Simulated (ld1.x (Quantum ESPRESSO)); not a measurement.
LDA (PZ) PAW dataset for Cl (Z = 17), non-relativistic all-electron reference.

ld1.x (Quantum ESPRESSO) 7.5 was run on this input:

```
&input
   title='Cl', zed=17., rel=0, dft='PZ', iswitch=3,
   config='[Ne] 3s2 3p5',
   nld=2, rlderiv=1.80, eminld=-4.0, emaxld=5.0, deld=0.02
 /
 &inputp
   pseudotype=3, lpaw=.true., tm=.true., lloc=-1, rcloc=0.95,
   nlcc=.true., new_core_ps=.true.,
   which_augfun='PSQ', rmatch_augfun_nc=.true.,
   file_pseudopw='Cl.UPF', file_wfcaegen='ae.wfc', file_wfcncgen='nc.wfc', file_beta='beta', file_chi='chi', file_wfcusgen='us.wfc'
 /
4
3S  1  0   2.00   0.00  0.90  1.25  0.0
3S  1  0   0.00  -1.05  0.90  1.25  0.0
3P  2  1   5.00   0.00  1.30  1.65  0.0
3P  2  1   0.00   1.30  1.30  1.65  0.0
 &test
   configts(1)='3s2 3p5'
 /
```

Command:

```bash
ld1.x < Cl.in > Cl.out
```

Resulting log (shortened: banner, matrices, multipoles, cross overlaps and the repeated all-electron block are left out):

```
Program LD1 v.7.5
     --------------------------- All-electron run ----------------------------

     Cl

     atomic number is 17.00
     dft =PZ   lsd =0 sic =0 latt =0  beta=0.20 tr2=1.0E-14
     Exchange-correlation= PZ
                           (   1   1   0   0   0   0   0)
     mesh =1157 r(mesh) = 101.16842 a.u. xmin = -7.00 dx = 0.01250
     1 Ry =  13.60569312 eV

     n l     nl                  e(Ry)          e(Ha)          e(eV)
     1 0     1S 1( 2.00)      -200.7405      -100.3702     -2731.2130
     2 0     2S 1( 2.00)       -18.3763        -9.1882      -250.0229
     2 1     2P 1( 6.00)       -14.0804        -7.0402      -191.5741
     3 0     3S 1( 2.00)        -1.5088        -0.7544       -20.5285
     3 1     3P 1( 5.00)        -0.6409        -0.3204        -8.7195

     final scf error:  8.1E-15 reached in  30 iterations

     Etot =    -917.313432 Ry,    -458.656716 Ha,  -12480.685051 eV

     Ekin =     915.510720 Ry,     457.755360 Ha,   12456.157904 eV
     Encl =   -2185.108459 Ry,   -1092.554230 Ha,  -29729.915135 eV
     Eh   =     405.519462 Ry,     202.759731 Ha,    5517.373349 eV
     Exc  =     -53.235154 Ry,     -26.617577 Ha,    -724.301170 eV

     normalization and overlap integrals

     s(1S/1S) =  1.000000  <r> =   0.0917  <r2> =    0.0113  r(max) =   0.0603
     s(2S/2S) =  1.000000  <r> =   0.4481  <r2> =    0.2386  r(max) =   0.3649
     s(2P/2P) =  1.000000  <r> =   0.4084  <r2> =    0.2079  r(max) =   0.3025
     s(3S/3S) =  1.000000  <r> =   1.5426  <r2> =    2.7757  r(max) =   1.2895
     s(3P/3P) =  1.000000  <r> =   1.8453  <r2> =    4.1132  r(max) =   1.4252

     ------------------------ End of All-electron run ------------------------

     --------------------- Generating PAW atomic setup --------------------

      Generating local potential from pseudized AE potential:
      Matching radius rcloc =   0.9500

      Local pseudo, rcloc= 0.943 Estimated cut-off energy=    27.05 Ry

      Computing core charge for nlcc:

       r > 0.79 : true rho core
      Core charge pseudized with two Bessel functions
      Integrated core pseudo-charge :   5.21
      Wfc-us  3S rcutus= 1.242  Estimated cut-off energy=    28.46 Ry
      Wfc-us  3S rcutus= 1.242  Estimated cut-off energy=    29.11 Ry
      Wfc-us  3P rcutus= 1.635  Estimated cut-off energy=    28.59 Ry
      Wfc-us  3P rcutus= 1.635  Estimated cut-off energy=    34.60 Ry

     Required augmentation: PSQ   radius:    1.650000

     Q pseudized with Bessel functions
     Expected ecutrho=     235.8063 due to l1=  0   l2=  1

     Estimated PAW energy =  -76.245694 Ryd

     ------------------- End of pseudopotential generation -------------------

     Computing logarithmic derivative in   1.79599
     Computing logarithmic derivative in   1.79599
     Computing the partial wave expansion
     R is outside the sphere for l=    0 j= 0.00
     R is outside the sphere for l=    0 j= 0.00
     R is outside the sphere for l=    1 j= 0.00
     R is outside the sphere for l=    1 j= 0.00

     ---------------------- Testing the pseudopotential ----------------------

     Cl

     atomic number is 17.00   valence charge is  7.00
     dft = SLA  PZ   NOGX NOGC   lsd =0 sic =0 latt =0  beta=0.20 tr2=1.0E-14
     mesh =1157 r(mesh) = 101.16842 xmin = -7.00 dx = 0.01250

     n l     nl             e AE (Ry)        e PS (Ry)    De AE-PS (Ry)
     1 0     3S   1( 2.00)       -1.50882       -1.50882        0.00000
     2 1     3P   1( 5.00)       -0.64087       -0.64087        0.00000

     eps = 3.2E-15  iter =  1

     Etot =    -917.313432 Ry,    -458.656716 Ha,  -12480.685051 eV
     Etotps =   -76.245694 Ry,     -38.122847 Ha,   -1037.375514 eV

     Ekin =      38.489290 Ry,      19.244645 Ha,     523.673468 eV
     Encl =     -86.862927 Ry,     -43.431463 Ha,   -1181.830327 eV
     Ehrt =      25.363097 Ry,      12.681549 Ha,     345.082515 eV
     Ecxc =     -53.235154 Ry,     -26.617577 Ha,    -724.301170 eV
     (Ecc =     -12.389558 Ry,      -6.194779 Ha,    -168.568525 eV)

     ---------------------- End of pseudopotential test ----------------------
```

Generation and configuration tests took about 2 s on one core of a shared server CPU.
